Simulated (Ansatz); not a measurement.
Calculated with Ansatz (gas phase, PBE0-D4/def2-TZVP geometries, no zero-point term in ΔE). CCSD(T)/CBS adds triple-zeta CCSD(T) − MP2 to the extrapolated MP2 energy (def2 sets, frozen cores). This one scheme is used for every species. DFT in def2-TZVPP. HSE06 is defined as in plane-wave codes. For Ga outer-core shells are correlated without core-valence functions, which leaves a few kJ/mol of doubt a bond. Scalar relativity is left out up to krypton. One conformer a species, not always the lowest.

`FC[SiH2][GaH2]` + H₂S → `S[SiH2][GaH2]` + `CF`  (ligand exchange at the Si–C bond)

`FC[SiH2][GaH2]`:

Cartesian coordinates in Å:
```
F -0.758 -0.781 1.165
C -1.142 0.461 0.568
Si 0.208 0.825 -0.746
Ga 1.296 -1.240 -0.139
H -1.196 1.187 1.381
H -2.142 0.306 0.160
H -0.421 0.951 -2.089
H 0.874 2.120 -0.434
H 2.380 -1.252 0.997
H 0.899 -2.576 -0.862
```

H₂S:

Cartesian coordinates in Å:
```
S -0.420 -0.315 0.329
H 0.918 -0.357 0.247
H -0.498 0.672 -0.576
```

`S[SiH2][GaH2]`:

```xyz
8

S     1.640   -1.325    0.356
Si   -0.473   -0.864    0.286
Ga   -0.399    1.498   -0.131
H     1.901   -0.876   -0.883
H    -1.172   -1.715   -0.718
H    -0.949   -1.257    1.638
H     0.106    1.976   -1.543
H    -0.653    2.562    0.995
```

`CF`:

```xyz
5

C    -0.055   -0.017    0.019
F     1.190    0.378   -0.414
H     0.048   -0.544    0.971
H    -0.499   -0.682   -0.726
H    -0.685    0.866    0.150
```

(1) Is it downhill or uphill in electronic energy at CCSD(T)/CBS, and by how much? (An estimate is asked.)

(2) What do these levels give: CAM-B3LYP-D4, HSE06, BHLYP, CAM-B3LYP, HF/def2-TZVPP, MP2/def2-QZVPP? (Estimate.)

Largest T1 diagnostic among the species: 0.013.

Answers

(1) Ansatz gave: Downhill: ΔE = -73.5 kJ/mol.

(2) Ansatz gave: CAM-B3LYP-D4 -67.6, HSE06 -77.7, BHLYP -76.0, CAM-B3LYP -67.8, HF/def2-TZVPP -83.8, MP2/def2-QZVPP -78.4 kJ/mol.

From BLYP to BHLYP (50 % exact exchange), in def2-TZVPP and without D4, ΔE moves by −3.9 kJ/mol. In def2-TZVPP, CCSD(T) changes the Hartree–Fock value by +14.3 kJ/mol (the triples alone add +1.2 kJ/mol) and MP2 by +7.9 kJ/mol.
